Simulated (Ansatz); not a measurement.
The same molecule with X = F, Cl, Br. Ansatz, PBE0-D4/def2-TZVP geometries, multiplicity 1. Each molecule was computed in one conformer, which needn't be the lowest.

Elements past krypton have def2 core potentials. Scalar relativity is left out up to krypton.

```
 X              molecule  mean X–In bond length / Å  ideal-gas entropy at 298 K and 1 bar (rigid rotor, harmonic PBE0-D4/def2-TZVP) / J/(mol·K)  HOMO energy (PBE/def2-TZVPP) / eV  size of the dipole moment (B3LYP/def2-TZVPP) / D
 F   `[F][In]([SH])[SH]`                      1.946                                                                                         367                              -6.69                                              2.26
Br  `[SH][In]([SH])[Br]`                      2.459                                                                                         389                              -6.62                                              1.44
```

(1) Give the row for X = Cl, `[SH][In]([SH])[Cl]`. (Best estimate.)

Answers

(1) Ansatz gave: 
```
 X              molecule  mean X–In bond length / Å  ideal-gas entropy at 298 K and 1 bar (rigid rotor, harmonic PBE0-D4/def2-TZVP) / J/(mol·K)  HOMO energy (PBE/def2-TZVPP) / eV  size of the dipole moment (B3LYP/def2-TZVPP) / D
Cl  `[SH][In]([SH])[Cl]`                      2.321                                                                                         377                              -6.64                                              1.69
```

From F to Br the mean X–In bond length rises at each step, by 0.513 Å in all; the ideal-gas entropy at 298 K and 1 bar (rigid rotor, harmonic PBE0-D4/def2-TZVP) rises at each step, by 22 J/(mol·K) in all; the HOMO energy (PBE/def2-TZVPP) rises at each step, by 0.07 eV in all. Bonds lengthen as the atom grows down the group. Dipoles are sizes alone, and their direction can turn along the series.

B3LYP here is the variant with VWN-RPA as its local correlation; programs differ in this.

Spin–orbit coupling is left out; it splits and shifts lone-pair levels of the heavy atoms by tenths of an eV.
